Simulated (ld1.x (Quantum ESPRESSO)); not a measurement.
# niobium: one change to a TM potential, before and after

* Element: niobium (Nb)
* Generator: ld1.x (Quantum ESPRESSO) 7.5
* Type: norm-conserving Troullier–Martins (Kleinman–Bylander form)
* Functional: PBEsol
* Relativity: non-relativistic
* Frozen core: [Kr]
* Valence charge: 5
* Reference configuration: 4d3.5 5s0 5p0 (charge +1.5)
* Partial waves: 5p (bound, empty): rc 3.10 bohr; 4d (bound): rc 1.40 bohr; 5s (bound, empty): rc 2.55 bohr
* Local potential: the s channel
* Core correction: a·sin(br)/r model core inside 1.10 bohr

Change: local potential the p channel.

Cutoffs: the cutoffs (Ry, on a coarse ladder) from which the occupation-weighted sum of valence levels, in a spherical-Bessel basis at the reference potential, stays within 10 and 1 mRy of its value at 400 Ry; they do not see the model core or the augmentation charge, which bear on the density cutoff. Errors are all-electron minus pseudo energies relative to the spin-unpolarised reference configuration.

Q: Predict the effect on cutoff, ghosts and configuration errors.

A: The potential gets neither clearly harder nor softer (45 Ry and 55 Ry → 40 Ry and 55 Ry); of the 7 tests that both files solve, the error grows in 5 and shrinks in 0 by more than 15 % and 0.3 meV (median size 49.3 → 60.0 meV); neither file shows a bound ghost.

| quantity | base | changed |
| --- | --- | --- |
| cutoff, loose | 45 Ry | 40 Ry |
| cutoff, tight | 55 Ry | 55 Ry |
| bound ghosts | none | none |
| error for 4d4 5s1 5p0, meV [ΔE -12.19 eV] | -24 | -29 |
| error for 4d4 5s0 5p0, meV [ΔE -5.87 eV] | -33 | -44 |
| error for 4d3 5s0 5p0, meV [ΔE 8.36 eV] | -49 | -60 |
| error for 4d4.5 5s0.5 5p0, meV [ΔE -11.84 eV] | -71 | -102 |
| error for 4d2 5s0 5p0, meV [ΔE 33.40 eV] | -564 | -633 |
| error for 4d3 5s1 5p1, meV [ΔE -9.09 eV] | -82 | -81 |
| error for 4d4 5s0.5 5p0, meV [ΔE -9.69 eV] | -27 | -38 |
| s: phases at 3.34 bohr within 0.05 rad from the reference energy up to (Ry; the scan ends near 5) | 0.7 | -0.3 |
| p: phases at 3.34 bohr within 0.05 rad from the reference energy up to (Ry; the scan ends near 5) | 1.7 | 1.1 |
| d: phases at 3.34 bohr within 0.05 rad from the reference energy up to (Ry; the scan ends near 5) | -0.1 | -0.3 |
